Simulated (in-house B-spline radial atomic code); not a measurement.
## PBEsol excitations of Li+

Method: PBEsol. Computed with an all-electron radial atomic-structure program (B-spline basis): linear response of the closed shell 1s2 with the functional's adiabatic kernel; non-relativistic, point nucleus, no spin-orbit coupling, no double excitations, S, P, D and F terms only.

Command:
```bash
python run_td.py task.json out
```
Settings (radii: box in bohr, nucleus in fm):
```
Z                        3
electrons                2
configuration            1s2
hamiltonian              nr
method                   pbesol
box_radius               41.61
intervals                48
```

Run time, properties included: 0.1 s on 1 thread of Arm Neoverse N1 (shared host).

The lowest states, in the order of their Tamm-Dancoff energies; the method's threshold (minus the highest occupied level) is 59.84 eV. Labels give the largest channel, * marks a mixed state, and oscillator strengths are full-response dipole values. Measured ¹D terms are left out, since they can mix with doubly excited terms. Semilocal kernels can invert the small singlet-triplet splittings of Rydberg terms. Energies in eV:

| state | full response | Tamm-Dancoff | oscillator strength | measured (J-weighted term) |
| --- | --- | --- | --- | --- |
| 1s → 2s 3S | 52.54 | 52.55 | - | 59.021 |
| 1s → 2s 1S | ? | ? | - | - |
| 1s → 2p 3P | 54.67 | 54.68 | - | 61.281 |
| 1s → 2p 1P | 55.19 | 55.20 | 0.229 | 62.216 |
| 1s → 3s 3S | ? | ? | - | ? |
| 1s → 3s 1S | 57.73 | 57.74 | - | 69.279 |
| 1s → 3p 3P | 57.96 | 57.96 | - | 69.369 |

(1) Where does 1s → 3s 3S lie?

(2) Where does 1s → 2s 1S lie?

(3) How large is the singlet-triplet splitting of 1s → 2s (S terms) in Tamm-Dancoff?

(4) What polarisabilities and dispersion coefficient does the method give?

Answers

(1) At 57.52 eV in full response, 57.52 eV in Tamm-Dancoff; measured 68.781 eV.

(2) At 53.83 eV in full response, 53.88 eV in Tamm-Dancoff.

(3) 1.33 eV, from the unrounded values.

(4) Dipole 0.2111 bohr³, quadrupole 0.1397 bohr⁵, C6 0.0886 hartree·bohr⁶ for two such species.
